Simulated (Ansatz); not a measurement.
Reaction (redistribution): `CB(S)O[SiH3]` + `C[CH2][GeH2][CH3]` → `C[CH2][GeH2][SiH3]` + `COB(C)S`

Calculated with Ansatz (gas phase, PBE0-D4/def2-TZVP geometries, no zero-point term in ΔE). CCSD(T)/CBS is the MP2 limit (def2-TZVPP, def2-QZVPP) plus CCSD(T) − MP2 in def2-TZVPP, frozen cores. DFT in def2-TZVPP. B3LYP here is the variant with VWN-RPA as its local correlation; programs differ in this. For Ge outer-core shells are correlated without core-valence functions, which leaves a few kJ/mol of doubt a bond. Scalar relativity is left out up to krypton. Each species was taken in one conformer, which may not be the lowest.

```csv
level,ΔE (kJ/mol),difference from CCSD(T)/CBS
PBE-D4,121.3,-25.6
r2SCAN-D4,138.5,-8.4
PBE0-D4,130.0,-16.9
B3LYP-D4,141.0,-5.9
ωB97X-V,139.3,-7.6
ωB97M-V,144.5,-2.4
B2PLYP,147.7,0.8
PBE,121.2,-25.7
r2SCAN,138.4,-8.5
PBE0,129.9,-17.0
B3LYP,140.8,-6.1
HF/def2-TZVPP,161.0,14.1
MP2/def2-TZVPP,157.2,10.3
SCS-MP2/def2-TZVPP,155.8,8.9
CCSD/def2-TZVPP,148.6,1.7
CCSD(T)/def2-TZVPP,145.9,-1.0
HF/def2-QZVPP,162.8,15.9
MP2/def2-QZVPP,158.4,11.5
SCS-MP2/def2-QZVPP,157.4,10.5
HF/CBS(def2),163.0,16.1
MP2/CBS(def2),158.2,11.3
CCSD/CBS(def2),149.7,2.8
CCSD(T)/CBS,146.9,0
```

Largest T1 diagnostic among the species: 0.012.

From PBE to PBE0 (25 % exact exchange), in def2-TZVPP and without D4, ΔE moves by +8.8 kJ/mol. In def2-TZVPP, CCSD(T) changes the Hartree–Fock value by −15.1 kJ/mol (the triples alone add −2.7 kJ/mol) and MP2 by −3.8 kJ/mol.
